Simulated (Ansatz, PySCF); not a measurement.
Ways to break one bond of O[Si](O)(O)Cl [chloro(trihydroxy)silane]:

A. O[Si](O)(O)Cl [chloro(trihydroxy)silane] → [O][Si](O)(O)Cl + H atom
B. O[Si](O)(O)Cl → O[Si](O)Cl + [OH] (HO)
C. O[Si](O)(O)Cl [chloro(trihydroxy)silane] → O[Si](O)O + Cl atom

Quantity: bond dissociation energy (enthalpy at 298 K, with B3LYP-D3(BJ) rigid-rotor harmonic-oscillator terms), kJ/mol. Structures are relaxed separately at B3LYP-D3(BJ)/def2-TZVP in Ansatz (a program for electronic structure), one conformer each, not searched for the lowest. Frequencies are from Ansatz or PySCF. Cores are frozen in the correlated levels unless marked. UHF or UKS for open shells. Spin-orbit coupling is left out. No relativistic terms. CBS(X,Y): correlation extrapolated as X^-3; Hartree-Fock from the larger set. [CCSD(T)-MP2]/basis is that difference in the basis named.

Task: Rank them by bond dissociation energy at RI-MP2/CBS(cc-pV(T+d)Z,cc-pV(Q+d)Z)+[CCSD(T)-MP2]/cc-pV(T+d)Z (Ansatz), lowest first.

Result: C (506.1 kJ/mol), A (520.3 kJ/mol), B (577.5 kJ/mol)
